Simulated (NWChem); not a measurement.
# CdSiH₃F; SMILES [F][Cd][SiH3]

All runs: NWChem. Geometry: optimised at PBE0/def2-SVP. def2 effective core potentials on Cd; no spin-orbit coupling. Static field.

| level | isotropic polarisability (bohr³) | anisotropy (bohr³) |
|---|---|---|
| PBE/def2-SVPD | ___ | ___ |
| B3LYP/def2-SVPD | 63.0 | 34.1 |
| CAM-B3LYP/def2-SVPD | 61.6 | 31.2 |
| BHandHLYP/def2-SVPD | 59.8 | 28.6 |

**Question.** Complete the blanks.

**Answer.** 
- PBE/def2-SVPD, isotropic polarisability (bohr³): 65.5
- PBE/def2-SVPD, anisotropy (bohr³): 37.3
